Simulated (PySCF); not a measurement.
# C5H10OSi2: core ionisation energies

Species: C5H10OSi2.
Atom-mapped SMILES: `[CH3:1][C:2]#[C:3][Si@@H:4]1[CH2:5][CH2:6][SiH2:7][O:8]1`

Theory: delta-SCF UKS SCAN, pcX-2 on the ionised atom, pcseg-1 elsewhere, spin-free X2C (PySCF). Binding energies are ΔSCF values: E(core-ionised, relaxed orbitals) − E(ground state) at a fixed geometry, referred to the vacuum level.

Question: What binding energy does each computed site have?

Answer: 
```json
{"atom(s)": "C1", "environment": "propargylic carbon", "level": "C 1s", "binding energy (eV)": "291.73", "2p1/2 (eV)": "–", "above the level's lowest (eV)": "+2.24", "count": "1"}
{"atom(s)": "C2", "environment": "alkyne carbon", "level": "C 1s", "binding energy (eV)": "290.36", "2p1/2 (eV)": "–", "above the level's lowest (eV)": "+0.87", "count": "1"}
{"atom(s)": "C3", "environment": "alkyne carbon", "level": "C 1s", "binding energy (eV)": "289.49", "2p1/2 (eV)": "–", "above the level's lowest (eV)": "0.00", "count": "1"}
{"atom(s)": "Si4", "environment": "oxygen-bound silicon", "level": "Si 2p3/2", "binding energy (eV)": "106.96", "2p1/2 (eV)": "107.59", "above the level's lowest (eV)": "+0.01", "count": "1"}
{"atom(s)": "Si4", "environment": "oxygen-bound silicon", "level": "Si 1s", "binding energy (eV)": "1846.94", "2p1/2 (eV)": "–", "above the level's lowest (eV)": "+0.10", "count": "1"}
{"atom(s)": "C5", "environment": "sp3 carbon bound to silicon", "level": "C 1s", "binding energy (eV)": "290.05", "2p1/2 (eV)": "–", "above the level's lowest (eV)": "+0.56", "count": "1"}
{"atom(s)": "C6", "environment": "sp3 carbon bound to silicon", "level": "C 1s", "binding energy (eV)": "290.13", "2p1/2 (eV)": "–", "above the level's lowest (eV)": "+0.64", "count": "1"}
{"atom(s)": "Si7", "environment": "oxygen-bound silicon", "level": "Si 2p3/2", "binding energy (eV)": "106.95", "2p1/2 (eV)": "107.57", "above the level's lowest (eV)": "0.00", "count": "1"}
{"atom(s)": "Si7", "environment": "oxygen-bound silicon", "level": "Si 1s", "binding energy (eV)": "1846.84", "2p1/2 (eV)": "–", "above the level's lowest (eV)": "0.00", "count": "1"}
{"atom(s)": "O8", "environment": "siloxane oxygen", "level": "O 1s", "binding energy (eV)": "537.23", "2p1/2 (eV)": "–", "above the level's lowest (eV)": "0.00", "count": "1"}
```

Lowest listed C 1s: C3, bonded to C (triple bond) and Si. Highest, 2.24 eV above it: C1, bonded to C and 3 H. Summing the Pauling electronegativity differences to the bonded atoms, each weighted by its formal bond order, gives -0.65 for the lowest site and -1.05 for the highest; the largest sum, 0.00, belongs to C2, 1.37 eV below the top. The smallest sum, -1.35, belongs to C5, 0.56 eV above the lowest.

The 2 Si 1s values lie within 0.10 eV of each other; Gaussian lines of 0.5 eV full width would blend them into one maximum.

The 2 Si 2p3/2 values lie within 0.01 eV of each other.

Question: Which effective nuclear charge Zeff reproduces each element's mean 1s value in the hydrogen-like formula E = 13.606 eV × Zeff²?

Answer: C (Z = 6): mean 290.4 eV, Zeff = 4.62, Z − Zeff = 1.38; O (Z = 8): mean 537.2 eV, Zeff = 6.28, Z − Zeff = 1.72; Si (Z = 14): mean 1846.9 eV, Zeff = 11.65, Z − Zeff = 2.35. Means run over the listed sites, weighted by atom count.

The unrestricted hole states depart most from a pure doublet (⟨S²⟩ = 0.75; over 0.85 named) for C 1s of C2 (0.87), which makes this value less certain. The 2p values aren't plain energy differences: one relaxed spin-free 2p hole is combined with a matrix within the shell (ground-state 2p orbital-energy differences and spin–orbit coupling). 2p3/2, the mean of its two sublevels, lies a third of the splitting below the shell's mean and 2p1/2 two thirds above it; the statistical areas are 2:1. 2p1/2 minus 2p3/2 (ligand field included): Si 0.63 eV. One conformer (not necessarily the lowest) at the PBE0-D3(BJ)/def2-SVP geometry, without solvent, vibrations or thermal averaging.
